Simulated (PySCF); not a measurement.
C5H12, charge -1, doublet, geometry from GFN2-xTB of the parent state (a state made from the parent by changing its charge; the spin is typed, not shown lowest) (in this run its highest filled SCF level lies above zero, so its values depend strongly on the basis, on diffuse functions most of all); MP2/6-31G run with PySCF.

Here is a job for PySCF.
```python
from pyscf import gto, scf, mp

mol = gto.M(
    atom='''
C    -0.342155   -0.440932    1.424642
C     0.000000   -0.000000    0.000000
C     0.140297    1.523020   -0.042687
C    -1.116514   -0.436182   -0.950914
C     1.318372   -0.645907   -0.431040
H    -1.277917    0.008553    1.749940
H    -0.446243   -1.522623    1.475778
H     0.441015   -0.139505    2.116951
H     0.383913    1.856752   -1.049057
H    -0.788353    2.001456    0.260981
H     0.930579    1.853398    0.627991
H    -2.063690    0.013373   -0.660635
H    -1.232017   -1.517803   -0.934797
H    -0.891425   -0.131331   -1.970672
H     1.238762   -1.730619   -0.407259
H     2.126021   -0.347501    0.233913
H     1.579354   -0.344148   -1.443135
''',
    basis='6-31g',
    charge=-1,
    spin=1,
    verbose=4,
)

mf = scf.UHF(mol)
mf.kernel()

pt = mp.MP2(mf)
pt.kernel()
print('E(MP2) = %.10f' % pt.e_tot)
mf.analyze()
```

**Question.** Write the output that PySCF gives for this input, abridged.

**Answer.** 
```
PySCF version 2.14.0

[INPUT] verbose = 4
[INPUT] num. atoms = 17
[INPUT] num. electrons = 43
[INPUT] charge = -1
[INPUT] spin (= nelec alpha-beta = 2S) = 1
[INPUT] symmetry False subgroup None
[INPUT] Mole.unit = angstrom
[INPUT] Symbol           X                Y                Z      unit          X                Y                Z       unit  Magmom
[...]
nuclear repulsion = 199.27094055107
number of shells = 49
number of NR pGTOs = 158
number of NR cGTOs = 69
basis = 6-31g
ecp = {}

******** <class 'pyscf.scf.uhf.UHF'> ********
method = UHF
initial guess = minao
damping factor = 0
level_shift factor = 0
DIIS = <class 'pyscf.scf.diis.CDIIS'>
diis_start_cycle = 1
diis_space = 8
diis_damp = 0
SCF conv_tol = 1e-09
SCF conv_tol_grad = None
SCF max_cycles = 50
direct_scf = True
direct_scf_tol = 1e-13
number electrons alpha = 22  beta = 21
Set gradient conv threshold to 3.16228e-05
init E= -197.095209505819

cycle= 1 E= -196.010968544071  delta_E= 1.08  |g|= 0.225  |ddm|= 7.13
cycle= 2 E= -196.04849516008  delta_E= -0.0375  |g|= 0.056  |ddm|= 1.04
cycle= 3 E= -196.050846855182  delta_E= -0.00235  |g|= 0.0207  |ddm|= 0.188
cycle= 4 E= -196.051101628487  delta_E= -0.000255  |g|= 0.00253  |ddm|= 0.0692
cycle= 5 E= -196.051110827989  delta_E= -9.2e-06  |g|= 0.00114  |ddm|= 0.0505
cycle= 6 E= -196.051112664335  delta_E= -1.84e-06  |g|= 0.000438  |ddm|= 0.0254
cycle= 7 E= -196.051113182686  delta_E= -5.18e-07  |g|= 0.00013  |ddm|= 0.0219
cycle= 8 E= -196.05111322612  delta_E= -4.34e-08  |g|= 4.29e-05  |ddm|= 0.00669
cycle= 9 E= -196.051113229593  delta_E= -3.47e-09  |g|= 1.01e-05  |ddm|= 0.000794
cycle= 10 E= -196.05111322988  delta_E= -2.87e-10  |g|= 3.9e-06  |ddm|= 0.000331
Extra cycle  E= -196.051113229916  delta_E= -3.68e-11  |g|= 2.61e-06  |ddm|= 0.00012
converged SCF energy = -196.051113229916  <S^2> = 0.75321178  2S+1 = 2.0032092

******** <class 'pyscf.mp.ump2.UMP2'> ********
nocc = (np.int64(22), np.int64(21)), nmo = (69, 69)
E(UMP2) = -196.551814621097  E_corr = -0.500701391180562
E(SCS-UMP2) = -196.552933601344  E_corr = -0.501820371427905
E_corr(same-spin) = -0.114255343833196
E_corr(oppo-spin) = -0.386446047347367
E(MP2) = -196.5518146211
**** SCF Summaries ****
Total Energy =                        -196.051113229916439
Nuclear Repulsion Energy =             199.270940551070112
One-electron Energy =                 -665.779159720641019
Two-electron Energy =                  270.457105939654468
Two-electron Coulomb Energy =          300.795209401795830
DFT Exchange-Correlation Energy =      -30.338103462141362
**** MO energy ****
                             alpha | beta                alpha | beta
[...]
To work with the spin densities directly, `use mulliken_meta_spin()` only printing them here.

 ** Mulliken spin pop alpha/beta on meta-lowdin orthogonal AOs **
 ** Mulliken Spin Density (per AO)  **
spin_pop of  0 C 1s        0.00000
spin_pop of  0 C 2s        0.05016
spin_pop of  0 C 3s        0.00357
spin_pop of  0 C 2px      -0.00573
spin_pop of  0 C 2py      -0.00421
spin_pop of  0 C 2pz       0.03191
spin_pop of  0 C 3px       0.00051
spin_pop of  0 C 3py       0.00089
spin_pop of  0 C 3pz       0.00972
spin_pop of  1 C 1s        0.00000
spin_pop of  1 C 2s        0.00765
spin_pop of  1 C 3s        0.00033
spin_pop of  1 C 2px      -0.00245
spin_pop of  1 C 2py      -0.00245
spin_pop of  1 C 2pz      -0.00245
spin_pop of  1 C 3px      -0.00010
spin_pop of  1 C 3py      -0.00010
spin_pop of  1 C 3pz      -0.00010
spin_pop of  2 C 1s        0.00000
spin_pop of  2 C 2s        0.05016
spin_pop of  2 C 3s        0.00357
spin_pop of  2 C 2px      -0.00765
spin_pop of  2 C 2py       0.03761
spin_pop of  2 C 2pz      -0.00800
spin_pop of  2 C 3px       0.00005
spin_pop of  2 C 3py       0.01111
spin_pop of  2 C 3pz      -0.00004
spin_pop of  3 C 1s        0.00000
spin_pop of  3 C 2s        0.05016
spin_pop of  3 C 3s        0.00357
spin_pop of  3 C 2px       0.01650
spin_pop of  3 C 2py      -0.00429
spin_pop of  3 C 2pz       0.00976
spin_pop of  3 C 3px       0.00595
spin_pop of  3 C 3py       0.00087
spin_pop of  3 C 3pz       0.00430
spin_pop of  4 C 1s        0.00000
spin_pop of  4 C 2s        0.05016
spin_pop of  4 C 3s        0.00357
spin_pop of  4 C 2px       0.02617
spin_pop of  4 C 2py       0.00018
spin_pop of  4 C 2pz      -0.00438
spin_pop of  4 C 3px       0.00831
spin_pop of  4 C 3py       0.00196
spin_pop of  4 C 3pz       0.00084
spin_pop of  5 H 1s        0.03055
spin_pop of  5 H 2s        0.02381
spin_pop of  6 H 1s        0.03055
spin_pop of  6 H 2s        0.02381
spin_pop of  7 H 1s        0.03055
spin_pop of  7 H 2s        0.02381
spin_pop of  8 H 1s        0.03055
spin_pop of  8 H 2s        0.02381
spin_pop of  9 H 1s        0.03055
spin_pop of  9 H 2s        0.02381
spin_pop of  10 H 1s        0.03055
spin_pop of  10 H 2s        0.02381
spin_pop of  11 H 1s        0.03055
spin_pop of  11 H 2s        0.02381
spin_pop of  12 H 1s        0.03055
spin_pop of  12 H 2s        0.02381
spin_pop of  13 H 1s        0.03055
spin_pop of  13 H 2s        0.02381
spin_pop of  14 H 1s        0.03055
spin_pop of  14 H 2s        0.02381
spin_pop of  15 H 1s        0.03055
spin_pop of  15 H 2s        0.02381
spin_pop of  16 H 1s        0.03056
spin_pop of  16 H 2s        0.02381
 ** Mulliken Spin Density (per atom)  **
spin density of  0 C =      0.08682
spin density of  1 C =      0.00032
spin density of  2 C =      0.08682
spin density of  3 C =      0.08682
spin density of  4 C =      0.08682
spin density of  5 H =      0.05437
spin density of  6 H =      0.05437
spin density of  7 H =      0.05437
spin density of  8 H =      0.05437
spin density of  9 H =      0.05437
spin density of  10 H =      0.05437
spin density of  11 H =      0.05437
spin density of  12 H =      0.05437
spin density of  13 H =      0.05437
spin density of  14 H =      0.05437
spin density of  15 H =      0.05437
spin density of  16 H =      0.05437
 ** Mulliken pop alpha/beta on meta-lowdin orthogonal AOs **
 ** Mulliken pop       alpha | beta **
In total            22.00000 | 21.00000
 ** Mulliken atomic charges   ( Nelec_alpha | Nelec_beta ) **
charge of  0C =     -0.34024  (     3.21353      3.12671 )
charge of  1C =      0.09446  (     2.95293      2.95261 )
charge of  2C =     -0.34024  (     3.21353      3.12671 )
charge of  3C =     -0.34024  (     3.21353      3.12671 )
charge of  4C =     -0.34024  (     3.21353      3.12671 )
charge of  5H =      0.02221  (     0.51608      0.46171 )
charge of  6H =      0.02221  (     0.51608      0.46171 )
charge of  7H =      0.02221  (     0.51608      0.46171 )
charge of  8H =      0.02221  (     0.51608      0.46171 )
charge of  9H =      0.02221  (     0.51608      0.46171 )
charge of  10H =      0.02221  (     0.51608      0.46171 )
charge of  11H =      0.02221  (     0.51608      0.46171 )
charge of  12H =      0.02221  (     0.51608      0.46171 )
charge of  13H =      0.02221  (     0.51608      0.46171 )
charge of  14H =      0.02221  (     0.51608      0.46171 )
charge of  15H =      0.02221  (     0.51608      0.46171 )
charge of  16H =      0.02221  (     0.51608      0.46171 )

WARN: System has nonzero charge -1; the dipole moment is origin-dependent.
Location of origin: [0. 0. 0.]

Dipole moment(X, Y, Z, Debye): -0.00000, -0.00001,  0.00000
```
